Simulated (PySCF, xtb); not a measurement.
C₄H₂ClF, SMILES C#C/C(Cl)=C\F.

Harmonic wavenumbers (cm⁻¹) from GFN2-xTB in xtb 6.7.1 at its own minimum, in rising order: 116, 214, 223, 255, 389, 458, 495, 651, 660, 753, 776, 1008, 1125, 1253, 1654, 2247, 3102, 3395.

### Question
What does ωB97X-D3(BJ)/def2-SVP (PySCF 2.14.0) give at its own minimum? (Estimate from the structure and the level; the computed values follow.)

### Answer
137, 247, 251, 292, 439, 520, 603, 715, 762, 786, 894, 1095, 1232, 1360, 1766, 2272, 3255, 3484. Paired by order, the mean absolute difference is 74 cm⁻¹ and the zero-point energies are 26.8 and 28.7 kcal/mol.
